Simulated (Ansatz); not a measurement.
Consider the redistribution: `[NH2][Zn][B](F)Cl` + `B[O][AlH][OH]` → `[BH2][Zn][NH2]` + `[OH][AlH][O]B(F)Cl`.

Program: Ansatz. Geometries: PBE0-D4/def2-TZVP. ΔE: electronic, gas phase. CCSD(T)/CBS is the MP2 limit (def2-TZVPP, def2-QZVPP) plus CCSD(T) − MP2 in def2-TZVPP, frozen cores. DFT in def2-TZVPP. For Zn outer-core shells are correlated without core-valence functions, which leaves a few kJ/mol of doubt a bond. Scalar relativity is left out up to krypton. One conformer a species, not always the lowest.

`[NH2][Zn][B](F)Cl`:

```xyz
7

N    -0.953    1.704    0.386
Zn   -0.031    0.175    0.085
B     1.032   -1.522   -0.347
F     2.130   -1.885    0.289
Cl    0.506   -2.622   -1.628
H    -1.875    1.869    0.015
H    -0.809    2.280    1.200
```

`B[O][AlH][OH]`:

Cartesian coordinates in Å:
```
B -1.652 0.319 -0.684
O -0.369 0.196 -0.343
Al 1.259 0.058 0.062
O 1.728 -0.803 1.433
H -2.156 -0.502 -1.407
H -2.293 1.247 -0.262
H 2.348 0.730 -0.835
H 1.135 -1.245 2.037
```

`[BH2][Zn][NH2]`:

Cartesian coordinates in Å:
```
B 1.334 0.436 1.311
Zn -0.075 -0.029 -0.082
N -1.317 -0.454 -1.333
H 2.020 1.416 1.231
H 1.536 -0.250 2.274
H -1.553 0.118 -2.127
H -1.945 -1.238 -1.274
```

`[OH][AlH][O]B(F)Cl`:

Z-matrix (Å, degrees):
```
Al
O 1 1.699
O 1 1.680 2 119.9
H 1 1.561 2 119.6 3 177.5
B 2 1.322 1 156.6 3 94.7
H 3 0.955 1 126.3 2 -2.2
F 5 1.323 2 121.5 1 175.7
Cl 5 1.772 2 121.9 1 -4.6
```

CCSD(T)/CBS gives +7.3 kJ/mol.

Q: Another level gave +4.5 kJ/mol. Which?
A. HF/def2-TZVPP
B. r2SCANh-D4/def2-TZVPP
C. PBE/def2-TZVPP
D. B2PLYP/def2-TZVPP

A: B. r2SCANh-D4 4.5, PBE 14.4, B2PLYP 9.9, HF/def2-TZVPP -4.6 kJ/mol.

Largest T1 diagnostic among the species: 0.016.

From PBE to PBE0 (25 % exact exchange), in def2-TZVPP and without D4, ΔE moves by −5.9 kJ/mol. Leaving LDA and LC-ωPBE aside and taking each functional with its dispersion term where it has one, the values, not all of them listed here, spread over 11.7 kJ/mol, from B97M-V to PBE-D4.

CCSD(T)/CBS has its own doubt, a few kJ/mol and more with outer-core shells, so smaller differences from it don't rank the levels.
